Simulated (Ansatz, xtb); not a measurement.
# C5H7NO2: which of two isomers lies lower

We compare I, `COc1ncc(C)o1`, a singlet, with II, `COc1ncoc1C`, a singlet. Both are isolated molecules in the gas phase, relaxed with r2SCAN-D4/def2-SVP; the shapes shown needn't be the lowest conformers.

I (Å):

```yaml
atoms:
  - { symbol: C, position_ang: [1.1972, 2.9662, 1.3111] }
  - { symbol: C, position_ang: [0.2537, 0.9460, 0.7054] }
  - { symbol: C, position_ang: [-1.6135, 0.0195, 1.0082] }
  - { symbol: C, position_ang: [-0.8606, -0.8504, 0.2784] }
  - { symbol: C, position_ang: [-1.0524, -2.1961, -0.3017] }
  - { symbol: N, position_ang: [-0.8862, 1.1744, 1.2783] }
  - { symbol: O, position_ang: [1.3283, 1.7119, 0.6450] }
  - { symbol: O, position_ang: [0.3691, -0.2390, 0.0798] }
  - { symbol: H, position_ang: [0.9860, 2.8150, 2.3810] }
  - { symbol: H, position_ang: [2.1550, 3.4816, 1.1754] }
  - { symbol: H, position_ang: [0.3753, 3.5525, 0.8721] }
  - { symbol: H, position_ang: [-2.6370, -0.1095, 1.3593] }
  - { symbol: H, position_ang: [-0.3250, -2.9201, 0.1022] }
  - { symbol: H, position_ang: [-2.0635, -2.5558, -0.0669] }
  - { symbol: H, position_ang: [-0.9346, -2.1863, -1.3983] }
```

II (Å):

```xyz
15

C    -2.5738   -0.7350    1.2110
C    -1.4701    0.3995   -0.5131
C    -2.3195    1.6920   -1.9457
C    -0.4366    0.8232   -1.3139
C     1.0169    0.5674   -1.3550
N    -2.6550    0.9584   -0.9262
O    -1.3645   -0.4391    0.5284
O    -1.0078    1.6651   -2.2425
H    -2.3045   -1.4251    2.0204
H    -3.0302    0.1770    1.6292
H    -3.3065   -1.2101    0.5384
H    -2.9587    2.3114   -2.5732
H     1.6039    1.4924   -1.2250
H     1.3295    0.1059   -2.3072
H     1.2757   -0.1211   -0.5387
```

Energies in hartree; the thermal terms are from GFN2-xTB frequencies at re-optimised GFN2-xTB minima (ideal gas, soft modes damped towards free rotors, one conformer each, 298.15 K, 1 atm) and include the zero-point energy:

```
                              I           II
E, CCSD(T)/def2-SVP  −398.549211  −398.541054
    E, MP2/def2-SVP  −398.456581  −398.448872
  E, MP2/def2-TZVPP  −399.197966  −399.189523
  zero-point energy     0.115604     0.115404
       H(298 K) − E     0.124664     0.124479
       G(298 K) − E     0.082694     0.082401
```

Task: Correct the CCSD(T) difference for the basis set by the MP2 change, then work out ΔE, ΔE₀, ΔH and ΔG for I → II in kcal/mol (1 Eh = 627.51 kcal/mol) and the equilibrium ratio [II]/[I].

Result: 1. Differences II − I: CCSD(T) +0.008157, MP2 in the small set +0.007709, MP2 in the large set +0.008443 Eh.
2. ΔE = +0.008157 + (+0.008443 − (+0.007709)) = +0.008891 Eh = +5.58 kcal/mol.
3. ΔE₀ = ΔE + ΔZPE = +0.008891 + (−0.000200) Eh = +5.45 kcal/mol.
4. ΔH = ΔE + (−0.000185) Eh = +5.46 kcal/mol.
5. ΔG = ΔE + (−0.000293) Eh = +5.40 kcal/mol, so ΔS = (ΔH − ΔG)/T = +1.0 J/(mol K).
6. kT = 0.9442 mEh, so K = [II]/[I] = exp(−ΔG/kT) = exp(−9.11) ≈ 1.1 × 10^−4.

Structure I is favoured at this temperature. An error of 1 kcal/mol in ΔG would change K by a factor of 5.4. Mirror images and further conformers aren't counted.

As drawn, both hold the same kinds of bond in the same numbers.

Other levels gave ΔE = +4.6 (GFN2-xTB); +4.7 (HF/STO-3G, GFN2-xTB geometries); +4.7 (r2SCAN-D4/def2-SVP//GFN2-xTB); +4.9 (r2SCAN-D4/def2-SVP); +8.2 (HF/def2-SVP); +4.8 (MP2/def2-SVP); +5.1 (CCSD(T)/def2-SVP) kcal/mol. The correlated steps freeze 8 core orbitals. Programs: Ansatz 0.2.0, xtb 6.7.1.
